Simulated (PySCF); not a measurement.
Ions at one geometry of [Pb(OH)3(NH3)]+

PySCF 2.14.0, RKS PBE0, Pb def2-SVP with ECP60, O def2-SVP, H def2-SVP, N def2-SVP; non-relativistic Hamiltonian with scalar-relativistic core potentials where named; density fitting; no spin-orbit coupling; singlets restricted, open shells unrestricted. The geometry is relaxed for charge +1, singlet, vacuum:

```xyz
11

Pb    0.1194   -0.1452    0.2101
O     0.6733    1.4129    1.4226
H     1.6304    1.4050    1.5914
O    -1.4403   -1.3548    0.7694
H    -1.5036   -1.4183    1.7371
O     1.4124   -0.7843   -1.2472
H     1.4165   -1.7547   -1.3071
N    -1.1739    1.1911   -1.1993
H    -1.1286    2.1731   -0.9087
H    -0.8429    1.1323   -2.1678
H    -2.1565    0.8989   -1.1815
```

Energies count from the relaxed state; an electron taken off or put on is at rest in vacuum. Charges and spins are Mulliken's.

| state | energy (eV) | spin squared | charge on Pb1 (e) | spin on Pb1 (e) | dipole about the centre of mass (D) |
| --- | --- | --- | --- | --- | --- |
| charge +1, singlet, vacuum | 0.00 | 0.00 | 1.16 | 0.00 | 2.90 |
| charge +2, doublet, vacuum | 15.70 | 0.80 | 1.30 | -0.12 | 2.88 |

Task: What does the state charge 0, doublet, vacuum give?

Result: energy (eV) -6.23, spin squared 0.76, charge on Pb1 (e) 0.79, spin on Pb1 (e) 0.33, dipole about the centre of mass (D) 3.34.

With an electron taken off (doublet) the charges change, summed by element, by Pb +0.14 e, O +0.59 e, H +0.25 e, N +0.02 e. The vertical ionisation energy is 15.70 eV, against −ε(HOMO) = 13.64 eV of the relaxed state. The level lies 2.1 eV too high, as is usual for semilocal functionals and global hybrids, which keep a self-interaction error.

With an electron put on (doublet) the charges change, summed by element, by Pb -0.37 e, O -0.30 e, H -0.35 e, N +0.01 e. The vertical electron affinity is 6.23 eV, against −ε(LUMO) = 8.33 eV of the relaxed state.

Open shells may have lower solutions than those found.

No frequency check is given that shows the relaxed geometry to be a minimum.
